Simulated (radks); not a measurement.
Question: These are the eigenvalues of the occupied orbitals of an atom or ion with whole-number occupations (eV). Method: Dirac Kohn-Sham, BLYP, spin-unpolarised, spherical densities, finite nucleus; Fermi nuclear charge, rms radius of each element as measured or else 0.836 A^(1/3) + 0.57 fm; computed with a radial shooting solver on a logarithmic mesh with Libxc functionals.

orbital  eigenvalue
1s1/2     -61191.19
2s1/2     -10391.50
2p1/2     -9914.906
2p3/2     -8867.688
3s1/2     -2371.112
3p1/2     -2160.443
3p3/2     -1938.245
3d3/2     -1578.985
3d5/2     -1530.449
4s1/2     -495.5446
4p1/2     -410.1924
4p3/2     -359.5472
4d3/2     -218.9250
4d5/2     -209.6496
5s1/2      -83.5247
5p1/2      -59.1050
5p3/2      -51.9866
4f5/2      -37.8007
4f7/2      -36.3302
6s1/2      -19.3666

Which element is it, and in what charge state? The configuration may be excited. Open shells, if any, fill j = l - 1/2 first.

Answer: Z = 70, ytterbium, charge +2: Yb2+ in [Xe] 4f12 6s2. The list shows which subshells hold electrons but not how many an open one holds; the 1s level, -2248.7 hartree, gives Z - s = 67.1 by -(Z - s)^2/2, which with screening and relativity narrows Z to a few neighbours, and the depths of the outer levels then fix element, charge and occupations together.
